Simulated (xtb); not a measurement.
1,2-difluorocyclobutene (C4H4F2), SMILES FC1=C(F)CC1. All values are semi-empirical tight-binding results from xtb (GFN2-xTB unless named), good for trends rather than for accurate numbers. Geometry: GFN2-xTB.

Question: Estimate the properties. (Estimate from the structure and the level; the computed values follow.)

Answer: 
| Item | Value |
|---|---|
| point group as xtb finds it | C2v |
| orbital gap | 5.02 eV |
| dipole moment | 3.37 D |
| zero-point energy | 44.0 kcal/mol |
| G − E(el) at 298.15 K (modified RRHO) | 26.3 kcal/mol |
| static polarisability (D4 model) | 46.6 bohr³ |
| solvation energy, GFN2-xTB/ALPB(water) | -3.0 kcal/mol |
| solvation energy, GFN2-xTB/ALPB(acetonitrile) | -4.0 kcal/mol |

Question: Give the IR lines (harmonic; lines under 4 % of the strongest left out, lines within 3 cm⁻¹ merged). (Estimate from the structure and the level; the computed values follow.)

Answer: ν (cm⁻¹): 652 (w), 751 (m), 1063 (s), 1170 (m), 1184 (w), 1244 (s), 1295 (vs), 1808 (s), 3017 (m) (against the strongest line: vs over 80 %, s over 45 %, m over 15 %, w over 4 %, vw less)
